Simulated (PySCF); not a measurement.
Octafluorocyclobutane, SMILES C1(F)(C(F)(F)C(C1(F)F)(F)F)F, B3LYP/def2-SVP optimised geometry.

```
12

F     -1.36     0.40     1.62
C     -0.22    -0.08     1.10
F      0.61    -0.43     2.07
C      0.36     0.87     0.00
F     -0.10     2.12     0.00
F      1.70     0.87     0.00
C     -0.22    -0.08    -1.10
F      0.62    -0.43    -2.07
F     -1.36     0.40    -1.62
C     -0.49    -1.16     0.00
F     -1.70    -1.71     0.00
F      0.45    -2.12     0.00
```

Density from B3LYP/def2-TZVP in PySCF at that geometry.

Minimum of the electron density along straight lines between bonded atoms, close to the bond critical point (lines longer than 1.1 times the sum of covalent radii, or with two minima, are not listed):

```
bond     length / Å  ρ at the minimum / e bohr⁻³  ∇²ρ there / e bohr⁻⁵  position (fraction from the first atom)
-------  ----------  ---------------------------  --------------------  ---------------------------------------
F1–C2         1.339                        0.280                 -0.33                                     0.66
C2–F3         1.332                        0.285                 -0.31                                     0.34
C2–C4         1.568                        0.253                 -0.64                                     0.50
C4–F5         1.332                        0.285                 -0.31                                     0.34
C4–F6         1.339                        0.281                 -0.33                                     0.34
C4–C7         1.567                        0.253                 -0.64                                     0.50
C7–F8         1.332                        0.285                 -0.31                                     0.34
C7–F9         1.339                        0.280                 -0.33                                     0.34
C2–C10        1.568                        0.253                 -0.64                                     0.50
C7–C10        1.568                        0.253                 -0.64                                     0.50
C10–F11       1.332                        0.285                 -0.31                                     0.34
C10–F12       1.339                        0.280                 -0.33                                     0.34
```
